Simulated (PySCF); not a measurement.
Compound: C₄H₄BFS.
Structure used (PBE0-D3(BJ)/def2-SVP), in Å, numbered top down from 1:
```xyz
11
C4H4BFS angstrom
F      2.9494    0.6548    0.8008
B      2.2900   -0.2410    0.0743
C      0.7566   -0.2320    0.0869
C     -0.1085    0.6128    0.7669
C     -1.4730    0.3226    0.5446
C     -1.6408   -0.7478   -0.3076
S     -0.1494   -1.3864   -0.8298
H      2.9406   -1.0329   -0.5701
H      0.2517    1.4191    1.4083
H     -2.3042    0.8716    0.9891
H     -2.5799   -1.1845   -0.6479
```

Theory: PBE0-D3(BJ)/def2-SVP geometry optimisation, gas phase in PySCF.

Take the most abundant isotopes and a rigid rotor. The values belong to one conformer with, in the numbering `[F:1][BH:2][c:3]1[cH:4][cH:5][cH:6][s:7]1`, F1–B2–C3–C4 0°.

**Question.** What are A, B and C (MHz)?

**Answer.** Ia = 101.47, Ib = 318.14, Ic = 419.61 u·Å²; 505379 MHz·u·Å²/I gives A = 4981, B = 1589, C = 1204 MHz.

**Question.** What kind of rotor is it?

**Answer.** An asymmetric top: κ = (2 × 1589 − 4981 − 1204)/(4981 − 1204) = -0.80.

**Question.** What does the inertial defect say?

**Answer.** Planar: Δ = Ic − Ia − Ib = 0.00 u·Å². For a rigid frame Δ = −2 Σ m c², so it vanishes when all atoms lie in the ab plane; here none is more than 0.01 Å from it.

**Question.** Where do the levels up to J = 4 lie, in K?

**Answer.** Above 0(0,0), as E/k:
J = 1: 1(0,1) 0.134, 1(1,1) 0.297, 1(1,0) 0.315
J = 2: 2(0,2) 0.401, 2(1,2) 0.546, 2(1,1) 0.602, 2(2,1) 1.090, 2(2,0) 1.092
J = 3: 3(0,3) 0.797, 3(1,3) 0.920, 3(1,2) 1.031, 3(2,2) 1.492, 3(2,1) 1.500, 3(3,1) 2.353, 3(3,0) 2.353
J = 4: 4(0,4) 1.319, 4(1,4) 1.417, 4(1,3) 1.600, 4(2,3) 2.027, 4(2,2) 2.049, 4(3,2) 2.892, 4(3,1) 2.893, 4(4,1) 4.094, 4(4,0) 4.094

**Question.** Predict some low-J microwave lines.

**Answer.** The dipole components are |μa| = 2.06 D, |μb| = 0.66 D, |μc| = 0.00 D; the mirror of this Cs structure is the ab plane, so μc vanishes by symmetry and there are no c-type lines. The squared components, which scale the intensities, stand as 1.00 : 0.10 (a : b). Some of the stronger lines:

| type | branch | J(Ka,Kc) | MHz | lower level (cm⁻¹) |
| --- | --- | --- | --- | --- |
| a | Q | 1(1,0) ← 1(1,1) | 384 | 0.206 |
| a | Q | 3(1,2) ← 3(1,3) | 2303 | 0.639 |
| a | R | 1(0,1) ← 0(0,0) | 2793 | 0.000 |
| a | R | 3(1,3) ← 2(1,2) | 7784 | 0.380 |
| b | R | 4(0,4) ← 3(1,3) | 8309 | 0.639 |
| a | R | 4(0,4) ← 3(0,3) | 10875 | 0.554 |
| a | R | 4(2,3) ← 3(2,2) | 11148 | 1.037 |
| a | R | 4(1,3) ← 3(1,2) | 11873 | 0.716 |
| b | R | 4(1,4) ← 3(0,3) | 12912 | 0.554 |
| b | Q | 5(2,4) ← 5(1,5) | 13737 | 1.414 |
| a | R | 5(4,1) ← 4(4,0) | 14034 | 2.845 |
| a | R | 5(2,3) ← 4(2,2) | 14460 | 1.424 |
| b | R | 3(2,1) ← 2(1,2) | 19861 | 0.380 |
| b | R | 4(2,3) ← 3(1,2) | 20768 | 0.716 |
| b | R | 4(2,2) ← 3(1,3) | 23521 | 0.639 |
| b | Q | 5(4,2) ← 5(3,3) | 25016 | 2.479 |
| b | Q | 4(4,0) ← 4(3,1) | 25028 | 2.011 |
| b | R | 3(3,1) ← 2(2,0) | 26288 | 0.759 |
| b | R | 4(3,2) ← 3(2,1) | 29016 | 1.042 |
| b | R | 5(3,2) ← 4(2,3) | 32119 | 1.409 |

PBE0-D3(BJ)/def2-SVP frequencies: not computed here. These are rigid-rotor constants of the computed structure; measured ground-state constants (B0) also hold zero-point vibration. Quadrupole hyperfine structure (11B) is left out.
